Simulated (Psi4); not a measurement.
BCl, quintet, geometry from GFN2-xTB of the parent state; TPSS/cc-pVDZ (Psi4).

Psi4 was given this input:
```
memory 2 GB

molecule {
0 5
B    -0.00000000   -0.00000000   -1.22002676
Cl    0.00000000    0.00000000    0.35883140
}

set {
  basis cc-pvdz
  reference uks
}

energy('tpss')
print_variables()
```

It wrote (shortened):

```
   => Loading Basis Set <=

    Name: CC-PVDZ
    Role: ORBITAL
    Keyword: BASIS

         ---------------------------------------------------------
                                   SCF
               by Justin Turney, Rob Parrish, Andy Simmonett
                          and Daniel G. A. Smith
                              UKS Reference
         ---------------------------------------------------------

  ==> Geometry <==

    Molecular point group: c2v
    Full point group: C_inf_v

    Geometry (in Angstrom), charge = 0, multiplicity = 5:

       Center              X                  Y                   Z               Mass
    ------------   -----------------  -----------------  -----------------  -----------------
         B            0.000000000000     0.000000000000    -1.200806225260    11.009305360000
         CL           0.000000000000     0.000000000000     0.378051934740    34.968852682000

  Running in c2v symmetry.

  Rotational constants: A = ************  B =      0.80765  C =      0.80765 [cm^-1]
  Rotational constants: A = ************  B =  24212.58927  C =  24212.58927 [MHz]
  Nuclear repulsion =   28.488982763942523

  Charge       = 0
  Multiplicity = 5
  Electrons    = 22
  Nalpha       = 13
  Nbeta        = 9

  ==> Algorithm <==

  SCF Algorithm Type is DF.
  DIIS enabled.
  MOM disabled.
  Fractional occupation disabled.
  Guess Type is SAD.
  Energy threshold   = 1.00e-06
  Density threshold  = 1.00e-06
  Integral threshold = 1.00e-12

  ==> Primary Basis <==

  Basis Set: CC-PVDZ
    Blend: CC-PVDZ
    Number of shells: 14
    Number of basis functions: 32
    Number of Cartesian functions: 34
    Spherical Harmonics?: true
    Max angular momentum: 2

  ==> DFT Potential <==

   => LibXC <=

    Version 7.1.2
    S. Lehtola, C. Steigemann, M. J. T. Oliveira, and M. A. L. Marques,  SoftwareX 7, 1–5 (2018) (10.1016/j.softx.2017.11.002)

   => Composite Functional: TPSS <=

    TPSS Meta-GGA XC Functional

    J. Tao, et al., Phys. Rev. Lett., 91, 146401, 2003

    Deriv               =              1
    GGA                 =           TRUE
    Meta                =           TRUE

    Exchange Hybrid     =          FALSE
    MP2 Hybrid          =          FALSE

   => Exchange Functionals <=

    1.0000   XC_MGGA_X_TPSS

   => Correlation Functionals <=

    1.0000   XC_MGGA_C_TPSS

   => LibXC Density Thresholds  <==

    XC_MGGA_C_TPSS:  1.00E-15
    XC_MGGA_X_TPSS:  1.00E-15

   => Molecular Quadrature <=

    Radial Scheme          =       TREUTLER
    Pruning Scheme         =           NONE
    Nuclear Scheme         =       TREUTLER

    Blocking Scheme        =         OCTREE
    BS radius alpha        =              1
    Pruning alpha          =              1
    Radial Points          =             75
    Spherical Points       =            302
    Total Points           =          41964
    Total Blocks           =            385
    Max Points             =            255
    Max Functions          =             32
    Weights Tolerance      =       1.00E-15

   => Loading Basis Set <=

    Name: (CC-PVDZ AUX)
    Role: JKFIT
    Keyword: DF_BASIS_SCF

  ==> Integral Setup <==

  SCF_SUBTYPE=INCORE selected. In-core MEM_DF algorithm will be used.
  Using in-core AOs.

  ==> MemDFJK: Density-Fitted J/K Matrices <==

    J tasked:                   Yes
    K tasked:                    No
    wK tasked:                   No
    Algorithm:                 Core
    Schwarz Cutoff:           1E-12
    Mask sparsity (%):       0.0000
    Fitting Condition:        1E-10

   => Auxiliary Basis Set <=

  Basis Set: (CC-PVDZ AUX)
    Blend: CC-PVDZ-JKFIT
    Number of shells: 60
    Number of basis functions: 182
    Number of Cartesian functions: 211
    Spherical Harmonics?: true
    Max angular momentum: 3

  Minimum eigenvalue in the overlap matrix is 1.8587653442E-02.
  Reciprocal condition number of the overlap matrix is 6.1608865349E-03.
    Using symmetric orthogonalization.

  ==> Pre-Iterations <==

  SCF Guess: Superposition of Atomic Densities via on-the-fly atomic UHF (no occupation information).

   -------------------------
    Irrep   Nso     Nmo
   -------------------------
     A1        16      16
     A2         2       2
     B1         7       7
     B2         7       7
   -------------------------
    Total      32      32
   -------------------------

  ==> Iterations <==

                           Total Energy        Delta E     RMS |[F,P]|

   @DF-UKS iter SAD:  -484.91569977754466   -4.84916e+02   0.00000e+00
   @DF-UKS iter   1:  -484.55933731473067    3.56362e-01   1.98193e-02 DIIS/ADIIS
   @DF-UKS iter   2:  -484.55191870011544    7.41861e-03   2.11555e-02 DIIS/ADIIS
   @DF-UKS iter   3:  -484.66919810855831   -1.17279e-01   8.74432e-04 DIIS/ADIIS
   @DF-UKS iter   4:  -484.66941216608780   -2.14058e-04   3.12775e-04 DIIS/ADIIS
   @DF-UKS iter   5:  -484.66943616167941   -2.39956e-05   3.90842e-05 DIIS
   @DF-UKS iter   6:  -484.66943648756876   -3.25889e-07   1.83998e-05 DIIS
   @DF-UKS iter   7:  -484.66943656054372   -7.29750e-08   2.61962e-06 DIIS
   @DF-UKS iter   8:  -484.66943656240971   -1.86600e-09   2.34116e-07 DIIS
  Energy and wave function converged.

  ==> Post-Iterations <==

   Electrons on quadrature grid:
      Nalpha   =   13.0000001057 ; deviation = 1.057e-07
      Nbeta    =    9.0000002054 ; deviation = 2.054e-07
      Ntotal   =   22.0000003111 ; deviation = 3.111e-07

   @Spin Contamination Metric:   3.808954363E-03
   @S^2 Expected:                6.000000000E+00
   @S^2 Observed:                6.003808954E+00
   @S   Expected:                2.000000000E+00
   @S   Observed:                2.000000000E+00

    Orbital Energies [Eh]
    ---------------------

    Alpha Occupied:

[...]
       3B1    -0.108518

    Alpha Virtual:

[...]
      16A1     1.333697

    Beta Occupied:

[...]
    Beta Virtual:

[...]
    Final Occupation by Irrep:
             A1    A2    B1    B2
    DOCC [     6,    0,    2,    1 ]
    SOCC [     1,    0,    1,    2 ]
    NA   [     7,    0,    3,    3 ]
    NB   [     6,    0,    2,    1 ]

  @DF-UKS Final Energy:  -484.66943656240971

   => Energetics <=

    Nuclear Repulsion Energy =             28.4889827639425235
    One-Electron Energy =                -722.3365520598142666
    Two-Electron Energy =                 241.5214757413995699
    DFT Exchange-Correlation Energy =     -32.3433430079375626
    Empirical Dispersion Energy =           0.0000000000000000
    VV10 Nonlocal Energy =                  0.0000000000000000
    Total Energy =                       -484.6694365624097145

  UHF NO Occupations:
  HONO-2 :    3 B1 1.0000000
  HONO-1 :    7 A1 1.0000000
  HONO-0 :    3 B2 1.0000000
  LUNO+0 :    8 A1 0.0011938
  LUNO+1 :    9 A1 0.0004772
  LUNO+2 :    4 B1 0.0002331
  LUNO+3 :   10 A1 0.0000009

Computation Completed

Properties will be evaluated at   0.000000,   0.000000,   0.000000 [a0]

Properties computed using the SCF density matrix

 Multipole Moments:

 ------------------------------------------------------------------------------------
     Multipole            Electronic (a.u.)      Nuclear  (a.u.)        Total (a.u.)
 ------------------------------------------------------------------------------------

 L = 1.  Multiply by 2.5417464519 to convert [e a0] to [Debye]
 Dipole X            :          0.0000000            0.0000000            0.0000000
 Dipole Y            :          0.0000000            0.0000000            0.0000000
 Dipole Z            :          0.7642402            0.7990740            1.5633142
 Magnitude           :                                                    1.5633142

 ------------------------------------------------------------------------------------

  Variable Map:
  ----------------------------------------------------------------------------
[...]
  Array Variable Map:
  ----------------------------------------------------------------------------
[...]
[...]
```
